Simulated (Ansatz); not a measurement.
Reaction (formal exchange of groups at a Ga–C bond): `N[CH2][GaH][OH]` + `COCF` → `CO[CH2][GaH][OH]` + `NCF`

Computed with Ansatz on PBE0-D4/def2-TZVP structures; ΔE is electronic, products minus reactants. CCSD(T)/CBS adds triple-zeta CCSD(T) − MP2 to the extrapolated MP2 energy (def2 sets, frozen cores). DFT in def2-TZVPP. B3LYP here is the variant with VWN-RPA as its local correlation; programs differ in this. For Ga outer-core shells are correlated without core-valence functions, which leaves a few kJ/mol of doubt a bond. Scalar relativity is left out up to krypton. Each species was taken in one conformer, which may not be the lowest.

Is it downhill or uphill in electronic energy at CCSD(T)/CBS, and by how much? (Estimate.)

Ansatz gave: Downhill: ΔE = -0.09 eV.

What do these levels give: r2SCAN-D4, B3LYP-D4, ωB97M-V, r2SCAN, HF/def2-TZVPP, CCSD/def2-TZVPP, CCSD(T)/def2-TZVPP, HF/def2-QZVPP, MP2/def2-QZVPP, SCS-MP2/def2-QZVPP, MP2/CBS(def2), CCSD/CBS(def2)? (Best estimate.)

The calculation gave: r2SCAN-D4 -0.10, B3LYP-D4 -0.12, ωB97M-V -0.10, r2SCAN -0.10, HF/def2-TZVPP -0.07, CCSD/def2-TZVPP -0.08, CCSD(T)/def2-TZVPP -0.09, HF/def2-QZVPP -0.06, MP2/def2-QZVPP -0.09, SCS-MP2/def2-QZVPP -0.09, MP2/CBS(def2) -0.10, CCSD/CBS(def2) -0.09 eV.

Largest T1 diagnostic among the species: 0.013.
